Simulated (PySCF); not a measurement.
Species: CH3OS (charge -1, singlet). SMILES of the parent species: C[S]=O
Structure (B3LYP-D3(BJ)/def2-TZVP (Ansatz) minimum search):
```xyz
6

C     -1.4055     0.3010     0.0737
S      0.2194    -0.5042    -0.1662
O      1.2687     0.6080     0.2310
H     -1.5305     0.6203     1.1172
H     -2.1987    -0.4123    -0.1833
H     -1.4969     1.1894    -0.5655
```
Charge -1, spin multiplicity 1.

Dispersion corrections to the total energy (kcal/mol) from the dftd3 and dftd4 libraries through PySCF: D3(BJ) without and D4 with the three-body term, each with the damping fitted for the functional named.

| functional | D3(BJ) | D4 |
|---|---|---|
| PW6B95 | -1.00 | -2.26 |
| B3LYP | -3.75 | -4.03 |
| TPSSh | -2.40 | ___ |
| HF | -19.70 | -9.94 |
| PBE0 | ___ | -2.05 |
| HSE06 | -1.30 | -1.89 |
| BHLYP | -2.93 | ___ |

Question: Some entries are withheld; supply them.

Answer: 
- TPSSh, D4: -3.04
- PBE0, D3(BJ): -1.79
- BHLYP, D4: -2.85
